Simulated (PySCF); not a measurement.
# The potential of point charges around `CC(=O)OC1=C(C)CCC1=O`

Species: `CC(=O)OC1=C(C)CCC1=O`. Coordinates (GFN2-xTB, Å) and charges (e) from the PBE0/pcSseg-1 density (PySCF):

```tsv
atom	x	y	z	Mulliken	IAO	Hirshfeld	ESP-fitted
C1	3.466	0.429	0.201	-0.2363	-0.4761	-0.1192	-0.6686
C2	2.046	0.371	-0.289	+0.3578	+0.5323	+0.2262	+0.8915
O3	1.623	0.895	-1.283	-0.4004	-0.4553	-0.2443	-0.5700
O4	1.297	-0.364	0.552	-0.4595	-0.3093	-0.0849	-0.4088
C5	-0.046	-0.545	0.287	+0.2283	+0.0894	+0.0357	+0.0444
C6	-0.984	0.397	0.090	-0.3769	+0.0515	+0.0338	+0.1659
C7	-0.805	1.870	0.085	-0.1310	-0.4365	-0.1186	-0.5898
C8	-2.325	-0.228	-0.150	-0.1125	-0.2651	-0.0647	-0.0838
C9	-2.091	-1.736	-0.045	-0.2211	-0.3247	-0.0763	-0.5445
C10	-0.603	-1.906	0.210	+0.2348	+0.3610	+0.1350	+0.5853
O11	-0.010	-2.950	0.320	-0.3605	-0.4231	-0.2599	-0.4979
H12	3.498	0.958	1.151	+0.1440	+0.1730	+0.0592	+0.1882
H13	3.834	-0.581	0.365	+0.1533	+0.1786	+0.0615	+0.1988
H14	4.083	0.943	-0.528	+0.1424	+0.1711	+0.0573	+0.1812
H15	-1.759	2.377	0.203	+0.1206	+0.1497	+0.0498	+0.1586
H16	-0.126	2.181	0.879	+0.1315	+0.1585	+0.0481	+0.1837
H17	-0.355	2.176	-0.861	+0.1732	+0.1852	+0.0495	+0.2146
H18	-3.045	0.129	0.589	+0.1468	+0.1504	+0.0489	+0.0896
H19	-2.699	0.061	-1.134	+0.1510	+0.1540	+0.0514	+0.0979
H20	-2.646	-2.190	0.777	+0.1574	+0.1674	+0.0554	+0.1795
H21	-2.364	-2.271	-0.954	+0.1571	+0.1682	+0.0561	+0.1843
```

Points outside the species (Å): A (2.9, 5.2, -7.0); B (2.9, -4.6, 4.7); C (3.8, -5.2, -1.4).

Find the potential V = 14.3996 V·Å × Σ q/r of each set of charges at these points.

In volts:

```tsv
point	nearest atom	distance (Å)	Mulliken	IAO	Hirshfeld	ESP-fitted
A	O3	7.27	-0.041	-0.052	-0.027	-0.043
B	O11	5.51	-0.300	-0.214	-0.116	-0.194
C	O11	4.75	-0.415	-0.337	-0.204	-0.293
```

How far are the other sets from the ESP-fitted one at these points?

Root-mean-square difference: IAO 0.029 V, Hirshfeld 0.069 V, Mulliken 0.093 V. The ESP scheme fits charges at the nuclei, held to the total charge, to the electrostatic potential on points at 1.4 to 2.0 times the van der Waals radii.

What energy would a point charge of -1 e have at C in the field of the ESP charges, leaving out polarisation?

+0.293 eV = +28.2 kJ/mol, a repulsion.

Geometry: GFN2-xTB, one conformer, isolated molecule.

Conformer computed: `[CH3:1][C:2](=[O:3])[O:4][C:5]1=[C:6]([CH3:7])[CH2:8][CH2:9][C:10]1=[O:11]`: C1–C2–O4–C5 180°, C2–O4–C5–C6 -55°.
